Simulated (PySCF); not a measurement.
Isomers of [C8H11]+ (charge +1), one GFN2-xTB conformer each. Single-point energies are computed at PBE0/pcSseg-1 (PySCF, gas phase, no added dispersion term), electronic only.

```json
{"SMILES": "C=C(C)[C@H]1C=C[CH+]C1", "GFN2-xTB relative energy (kcal/mol)": "0.0"}
{"SMILES": "c1c[c+]1CC1CCC1", "GFN2-xTB relative energy (kcal/mol)": "35.6"}
```

Conformers: `[CH2:1]=[C:2]([CH3:3])[C@H:4]1[CH:5]=[CH:6][CH+:7][CH2:8]1` (charge +1) with C1–C2–C4–C5 -77°; `[cH:1]1[cH:2][c+:3]1[CH2:4][CH:5]1[CH2:6][CH2:7][CH2:8]1` (charge +1) with C2–C3–C4–C5 -77°, C3–C4–C5–C6 -76°, C4–C5–C6–C7 -130°, C5–C6–C7–C8 13°, C6–C7–C8–C5 -13°, C4–C5–C8–C7 133°.

Q: What does PBE0/pcSseg-1 give for the same structures?

A: 
```tsv
SMILES	PBE0/pcSseg-1 E (Eh)	PBE0/pcSseg-1 (kcal/mol)	GFN2-xTB (kcal/mol)	point group
C=C(C)[C@H]1C=C[CH+]C1	-310.72294	0.0	0.0	C1
c1c[c+]1CC1CCC1	-310.67091	32.6	35.6	C1
```

Both levels put the same isomer lowest. As drawn, the higher has a three-membered ring and a four-membered ring, which the lower lacks.

Q: Which frontier levels and rotational constants go with these structures?

A: 
```tsv
SMILES	HOMO (eV, PBE0/pcSseg-1)	LUMO (eV)	A, B, C (MHz)
C=C(C)[C@H]1C=C[CH+]C1	-12.06	-7.97	4021, 1633, 1622
c1c[c+]1CC1CCC1	-12.49	-6.73	5487, 1170, 1066
```
